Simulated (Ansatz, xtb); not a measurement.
# Two structures of CH3CaGa

We compare I, a triplet given by its coordinates, with II, `[CaH][CH2][Ga]`, a singlet. Both are isolated molecules in the gas phase, relaxed with B3LYP-D3(BJ)/6-311G**.

I (Å):

```yaml
atoms:
  - { symbol: C, position_ang: [-0.2730, 0.4554, -0.2184] }
  - { symbol: Ca, position_ang: [1.7421, 0.0335, -1.5764] }
  - { symbol: Ga, position_ang: [1.1968, 2.2336, 0.4948] }
  - { symbol: H, position_ang: [-0.9255, 0.6239, -1.0903] }
  - { symbol: H, position_ang: [-0.1521, -0.6445, -0.1217] }
  - { symbol: H, position_ang: [-0.8831, 0.7363, 0.6462] }
```

Close contacts (Å): C1–Ca2 2.47, C1–Ga3 2.41, Ca2–Ga3 3.07, C1–H4 1.10, C1–H5 1.11, C1–H6 1.09, Ca2–H5 2.48.

II (Å):

```xyz
6

C     1.1529   -0.9119   -0.3338
Ca   -1.1563   -0.5553   -0.9436
Ga    1.6499   -2.5036    0.7234
H    -2.4913    0.9419   -0.6763
H     1.7010   -0.8961   -1.2932
H     1.3554    0.0377    0.1931
```

Task: Which of the two would you expect CCSD(T)/def2-TZVPP electronic energies to favour?

Result: Structure II; the calculation gives E(II) − E(I) = −5.3 kcal/mol.

The same difference at several levels:

```
                level               geometry  E(II) − E(I) (kcal/mol)  departure from the last row (kcal/mol)  job, with rough time for the two
B3LYP-D3(BJ)/6-311G**  B3LYP-D3(BJ)/6-311G**                      −5.4                                    −0.1             optimisation, 5.1 min
        HF/def2-TZVPP  B3LYP-D3(BJ)/6-311G**                      +9.9                                   +15.2           part of the CCSD(T) run
       MP2/def2-TZVPP  B3LYP-D3(BJ)/6-311G**                      −5.6                                    −0.3           part of the CCSD(T) run
   CCSD(T)/def2-TZVPP  B3LYP-D3(BJ)/6-311G**                      −5.3                                                     single point, 4.3 min
```

HF/def2-TZVPP puts the two in the other order. The largest departure from CCSD(T)/def2-TZVPP is that of HF/def2-TZVPP, 15.2 kcal/mol. Levels run at GFN2-xTB geometries aren't shown. The triplet state of I needn't be its ground state.

With harmonic frequencies from B3LYP-D3(BJ)/6-311G** (ideal gas, rigid rotor, one conformer each, 298.15 K, 1 atm): on the last row, ΔE + ΔZPE = −10.0 kcal/mol. A mode under 50 cm⁻¹ makes harmonic enthalpies and free energies unreliable, so none is given.

Open shells are spin-unrestricted. The correlated steps freeze 15 core orbitals; the filled d shell of Ga is correlated; the last core shell of Ca is correlated, in a basis made for valence electrons. ΔG holds the spin degeneracy. Programs: Ansatz 0.2.0; the last row on 2 threads of Arm Neoverse V1 on a shared host.
